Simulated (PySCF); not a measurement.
**A small calculation by hand: oscillator strength and radiative lifetime**

C3H2F6O, SMILES OC(C(F)(F)F)C(F)(F)F.

The structure is a stationary point at B3LYP-D3(BJ)/def2-SVP. The values are those of a single conformer.

TDA-PBE0/def2-SVPD in PySCF puts the first singlet state with f over 0.02 at 9.20 eV (vertical), with the transition dipole (-0.034, 0.120, 0.363) in atomic units.

Q: Find the oscillator strength, the wavelength and the radiative lifetime that this transition would have in vacuum if emission retraced absorption.

A: 
|μ|² = 0.1473 au, so |μ| = 0.98 D. ΔE = 9.20/27.211 = 0.3381 hartree. f = (2/3) ΔE |μ|² = 0.033 (the program prints 0.033).
λ = 1239.84/9.20 = 135 nm; ν = 74203 cm⁻¹.
Einstein's coefficient A = 0.6670 ν² f s⁻¹ (ν in cm⁻¹) = 1.2e8 s⁻¹, so τ = 1/A = 8.2 ns. This state is S2; the lower singlet has f = 0.005. The figure is the radiative limit of this one transition; relaxation, internal conversion, crossing to triplets and a medium change what is measured.
